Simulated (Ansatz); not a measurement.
C2H7B2F, SMILES `BC(B)CF`, charge 0, multiplicity 1.

(1) Give a relaxed structure at PBE0-D4/def2-TZVP (Ansatz). (Estimate.)

Answers

(1) Ansatz gave: 
Z-matrix (Å, degrees):
```
C
B 1 1.551
C 1 1.506 2 116.9
B 1 1.552 2 107.4 3 132.4
H 1 1.111 2 104.1 3 -124.4
H 2 1.196 1 120.4 3 -20.3
H 2 1.195 1 120.0 3 162.1
F 3 1.388 1 110.4 2 -56.7
H 3 1.094 1 112.3 2 -176.1
H 3 1.094 1 110.6 2 62.1
H 4 1.198 1 120.7 2 -129.0
H 4 1.195 1 120.0 2 51.9
```
This is one stationary point; other conformers may exist.
